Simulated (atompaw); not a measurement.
**Reading a pseudo-wave (thallium)**

Columns: radius, all-electron u(r) and pseudo u(r) of the 6p shell (level -2.79 eV) of thallium in the configuration [Xe] 4f14 5d10 6s1.5 6p1.5; PBE, scalar-relativistic, PAW (atompaw) scheme, atompaw 4.2.0.5.

```json
{"r (bohr)": "0.115", "all-electron": "-0.0945", "pseudo": "0.0033"}
{"r (bohr)": "0.231", "all-electron": "0.0567", "pseudo": "0.0132"}
{"r (bohr)": "0.346", "all-electron": "0.1418", "pseudo": "0.0293"}
{"r (bohr)": "0.462", "all-electron": "0.0279", "pseudo": "0.0512"}
{"r (bohr)": "0.577", "all-electron": "-0.1183", "pseudo": "0.0781"}
{"r (bohr)": "0.692", "all-electron": "-0.2104", "pseudo": "0.1092"}
{"r (bohr)": "0.808", "all-electron": "-0.2341", "pseudo": "0.1441"}
{"r (bohr)": "0.923", "all-electron": "-0.2033", "pseudo": "0.1811"}
{"r (bohr)": "1.038", "all-electron": "-0.1384", "pseudo": "0.2197"}
{"r (bohr)": "1.154", "all-electron": "-0.0553", "pseudo": "0.2590"}
{"r (bohr)": "1.269", "all-electron": "0.0326", "pseudo": "0.2977"}
{"r (bohr)": "1.385", "all-electron": "0.1192", "pseudo": "0.3355"}
{"r (bohr)": "1.500", "all-electron": "0.1987", "pseudo": "0.3710"}
{"r (bohr)": "1.615", "all-electron": "0.2700", "pseudo": "0.4041"}
{"r (bohr)": "1.731", "all-electron": "0.3326", "pseudo": "0.4345"}
{"r (bohr)": "1.846", "all-electron": "0.3856", "pseudo": "0.4614"}
{"r (bohr)": "1.962", "all-electron": "0.4303", "pseudo": "0.4850"}
{"r (bohr)": "2.077", "all-electron": "0.4667", "pseudo": "0.5050"}
{"r (bohr)": "2.192", "all-electron": "0.4959", "pseudo": "0.5217"}
{"r (bohr)": "2.308", "all-electron": "0.5189", "pseudo": "0.5352"}
{"r (bohr)": "2.423", "all-electron": "0.5360", "pseudo": "0.5457"}
{"r (bohr)": "2.538", "all-electron": "0.5482", "pseudo": "0.5533"}
{"r (bohr)": "2.654", "all-electron": "0.5562", "pseudo": "0.5584"}
{"r (bohr)": "2.769", "all-electron": "0.5603", "pseudo": "0.5610"}
{"r (bohr)": "2.885", "all-electron": "0.5613", "pseudo": "0.5614"}
{"r (bohr)": "3.000", "all-electron": "0.5594", "pseudo": "0.5594"}
```

Q: How many radial nodes do the two functions have?

A: The all-electron 6p function has n − l − 1 = 4 (the table is too coarse to show those close to the nucleus); the pseudo-wave has 0, since the states of the same l below it are removed with the core.

Q: Is the pseudo-wave norm-conserving?

A: No, it belongs to a PAW set: the norm inside the radius is not constrained, and the difference is carried by the augmentation charge.
